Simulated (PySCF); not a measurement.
Telling isomers of C6H4N2 apart by NMR

Non-relativistic Hamiltonian, one conformer, averaged over atoms made equivalent by symmetry, fast rotation or ring inversion, no solvent. B3LYP/pcJ-1 coupling constants (spin–dipole term left out of most H,H and C,H couplings); shielding tensors at PBE0/pcSseg-1 (GIAO); geometry: GFN2-xTB; PySCF 2.14.0 with density-fitted response routines.

Referencing at the same level of theory: 1H and 13C vs TMS. Multiplet labels drop J under 1 Hz and among equivalent protons, and merge close values. Unscaled 3J(H,H) run several per cent high. Where no couplings were computed, multiplicities follow the n + 1 count of equivalent neighbours, and m marks all less simple cases (inequivalent or close neighbours, rings, F or P nearby). Shifts are as computed. Against solution values, carbons near 30 ppm lie about +3 ppm off and those near 130 ppm about +5 ppm. Of 1211 compounds with measured shifts, 218 miss one by over three times the rms of a fit or turn the order of signals round; such compounds aren't used in these exercises.

(1) Tabulate the signals of `N#Cc1ccccn1`, `N#Cc1cccnc1` and their relative energies.

(2) What is the quickest way to tell N#Cc1ccccn1 from N#Cc1cccnc1?

## Answers

(1) 
```tsv
SMILES	carbon types	δC	δH	E rel. (kcal/mol)
N#Cc1ccccn1	2×C 4×CH	156.2, 142.5, 140.0, 137.0, 130.8, 123.0	9.08 (d, 1H), 8.08 (m, 1H), 7.92 (m, 1H), 7.56 (m, 1H)	1.3
N#Cc1cccnc1	2×C 4×CH	160.6, 158.2, 147.2, 128.2, 122.7, 114.2	9.24 (dd, 1H), 9.13 (dt, 1H), 8.19 (dt, 1H), 7.55 (dd, 1H)	0.0
```

Energies are electronic energies at PBE0/pcSseg-1 on these geometries, without zero-point or thermal terms, each for the one conformer computed, which needn't be the lowest.

(2) Both give the same number of carbon signals, with the same numbers of each carbon type, so the positions decide. The first has a substituted aromatic carbon next to a ring nitrogen (C) at 140.0 ppm, the second a substituted aromatic carbon (C) at 114.2 ppm. Their most deshielded carbons lie at 156.2 and 160.6 ppm.
